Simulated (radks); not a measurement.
Values are calculated unless marked as measured or tabulated.
Neutral lanthanum inside a hard spherical wall (all orbitals vanish at R), configuration held at [Xe] 5d1 6s2 and not refilled when levels cross. Level of theory: scalar-relativistic Kohn-Sham, r2SCAN, spin-unpolarised, spherical densities, finite nucleus; meta-GGA in the generalised Kohn-Sham scheme; Fermi nuclear charge, rms radius 4.855 fm (a radial shooting solver on a logarithmic mesh with Libxc functionals). Eigenvalues in eV, with the zero of energy where the potential of the charges vanishes at infinity; a dash marks a level that is unbound or too diffuse for the functional's potential to be trusted. A positive occupied level is held by the wall or, in an anion where self-interaction has pushed it up, behind a barrier. The pressure on the wall is -dE/dV.

| R (bohr) | E (hartree) | kinetic (hartree) | e(5s) | e(5p) | e(6s) | e(5d) | e(6p, empty) | e(7s, empty) | pressure (GPa) |
|---|---|---|---|---|---|---|---|---|---|
| free | -8493.9532 | 8984.401 | -40.127 | -23.195 | -3.761 | -2.993 | -1.233 | - | 0 |
| 20 | -8493.9532 | 8984.401 | -40.127 | -23.195 | -3.761 | -2.993 | -1.233 | 0.790 | < 0.0001 |
| 8 | -8493.9264 | 8984.574 | -39.211 | -22.303 | -2.967 | -2.239 | 0.195 | 8.452 | 0.908 |
| 6 | -8493.7818 | 8985.206 | -37.081 | -20.284 | -0.216 | -0.326 | 4.458 | 21.776 | 10.5 |
| 5 | -8493.4979 | 8986.295 | -34.765 | -18.127 | 4.217 | 2.133 | 10.789 | 38.629 | 43.7 |
| 2.5 | -8481.7078 | 9026.307 | -0.692 | 19.701 | 115.60 | 53.423 | 139.41 | 298.53 | 8070 |
| 2 | -8462.4355 | 9084.256 | 41.043 | 68.595 | 247.32 | 115.55 | 280.24 | 554.26 | 38200 |
| 1.5 | -8394.4062 | 9275.968 | 183.39 | 227.68 | 611.74 | 295.64 | 656.83 | 1201.1 | 269000 |
